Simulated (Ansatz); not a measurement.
Zr(NH2)F3 (ZrNF₃H₂). The state is a triplet with charge 0. Geometry r2SCAN-D4/def2-SVP, that of the neutral singlet; atoms count from 1.

```csv
atom,x (Å),y (Å),z (Å)
Zr1,0.667,-0.200,0.356
N2,-1.073,0.342,-0.517
H3,-1.993,-0.055,-0.326
H4,-1.182,1.047,-1.247
F5,0.236,-1.029,2.022
F6,1.771,1.356,0.472
F7,1.575,-1.462,-0.761
```

In the def2 sets Zr takes a core potential; there is no spin–orbit coupling. At PBE0-D4/def2-TZVP a singlet of charge 0 lies 5.33 eV below the triplet at the same geometry.

(1) Estimate the Mulliken populations from the PBE0/def2-TZVP orbitals of Ansatz.

(2) Where does the spin sit?

(3) And the Mayer bond orders between heavy atoms (over 0.3)?

Results:

(1) 
```csv
atom,charge (e),spin (α − β),d electrons
Zr1,1.39,0.84,2.11
N2,-0.43,1.05,–
H3,0.24,0.06,–
H4,0.29,-0.01,–
F5,-0.50,0.02,–
F6,-0.50,0.02,–
F7,-0.49,0.01,–
```
Mulliken values depend strongly on the basis.

(2) Summed by element: Zr 0.84, N 1.05, H 0.05, F 0.06, of 2 unpaired in all. Largest on single atoms: N2 1.05, Zr1 0.84, H3 0.06.

(3) Zr1–N2 0.56 (2.02 Å); Zr1–F5 0.82 (1.91 Å); Zr1–F6 0.83 (1.91 Å); Zr1–F7 0.85 (1.92 Å).
